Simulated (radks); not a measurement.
The numbers below are computed, except where a source is named.
Q: The table gives one normalised radial function P(r) = r R(r) (large component) of Ir+ in [Xe] 4f14 5d7 6s1 (r in bohr). Level of theory: Dirac Kohn-Sham, PBEsol, spin-unpolarised, spherical densities, finite nucleus; open shells fill j = l - 1/2 first; Fermi nuclear charge, rms radius 5.4032 fm (a radial shooting solver on a logarithmic mesh with Libxc functionals).

r	P
0.001032	0.0000
0.001387	0.0000
0.00188	0.0000
0.002548	0.0001
0.003425	0.0001
0.004642	0.0003
0.006291	0.0008
0.008459	0.0017
0.01146	0.0039
0.01554	0.0087
0.02089	0.0182
0.02831	0.0371
0.03837	0.0709
0.05158	0.1228
0.06991	0.1915
0.09474	0.2503
0.1274	0.2459
0.1726	0.1183
0.234	-0.1285
0.3146	-0.3499
0.4263	-0.3493
0.5778	-0.0381
0.783	0.4219
1.053	0.7555
1.427	0.8262
1.934	0.6654
2.6	0.4226
3.523	0.2015
4.775	0.0680
6.42	0.0152
8.701	0.0018

Which n and l does it have? It may be an empty orbital.

A: n = 5, l = 2: the number of nodes gives n - l - 1 = 2, the rise at small r points to l (this Dirac orbital starts outside the nucleus as r^gamma with gamma = sqrt((l + 1)^2 - (Z/c)^2) = 2.95; the j = 5/2 orbital of l + 1 starts with the same power, but with a smaller coefficient, and then steepens), and the extent must fit the shell. The curve is that of 5d5/2; the two j differ most near the nucleus, where j = l - 1/2 has the larger amplitude, and in heavy atoms j = l - 1/2 is also the more compact. 5d5/2: eigenvalue -14.721 eV, 2 radial nodes at r = 0.202, 0.593 bohr, <r> = 1.70 bohr, 90 % of the charge inside 2.66 bohr.
